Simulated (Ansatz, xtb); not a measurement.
Relaxing a trial structure of C2H6AlClO

The starting geometry of this gas-phase singlet was built from a drawn formula by distance geometry and a force field; its bonds are those of `[CH3][Al]([Cl])[CH2]O`.

```yaml
atoms:
  - { symbol: C, position_ang: [-2.5012, 1.4605, 1.9736] }
  - { symbol: C, position_ang: [-0.7621, -0.9000, 0.0909] }
  - { symbol: Al, position_ang: [-1.0851, 0.1230, 1.8264] }
  - { symbol: Cl, position_ang: [0.2058, -0.2750, 3.5402] }
  - { symbol: O, position_ang: [-1.7186, -0.5141, -0.8466] }
  - { symbol: H, position_ang: [-2.5400, 1.8873, 2.9569] }
  - { symbol: H, position_ang: [-3.5054, 0.9844, 1.7630] }
  - { symbol: H, position_ang: [-2.3728, 2.2593, 1.2508] }
  - { symbol: H, position_ang: [-0.8614, -1.9697, 0.3420] }
  - { symbol: H, position_ang: [0.2236, -0.7040, -0.2473] }
  - { symbol: H, position_ang: [-1.4398, 0.4218, -1.1436] }
```

Q: Predict what becomes of its bonds when it is optimised with r2SCAN-D4/def2-SVP.

A: It keeps its bonds, and is `[CH3][Al]([Cl])[CH2]O`.

The energy falls by 0.29 eV over 23 steps:

```
step  E − E(last) (eV)
   1             0.285
   3             0.009
   6             0.005
   8             0.002
  11             0.001
  13             0.001
  16             0.000
  18             0.000
  21             0.000
  23             0.000
```

Final geometry (Å):

```xyz
11

C    -2.4617    1.4883    1.9578
C    -0.7249   -0.8516    0.1408
Al   -1.0565    0.1529    1.8096
Cl    0.1871   -0.2475    3.4832
O    -1.8290   -0.7213   -0.7701
H    -2.8734    1.5626    2.9773
H    -3.2926    1.2839    1.2621
H    -2.0681    2.4899    1.7041
H    -0.6636   -1.9267    0.3950
H     0.2495   -0.6423   -0.3517
H    -1.8238    0.1853   -1.1017
```

From the same start GFN2-xTB ends elsewhere, differing in Al3–O5 (1.89 against 2.83 Å here).

No frequencies were run, so the end isn't proven a minimum. Run with Ansatz 0.2.0, 3.9 min on 2 threads of Intel(R) Xeon(R) Processor @ 2.50GHz (Skylake/Cascade Lake) (shared host).
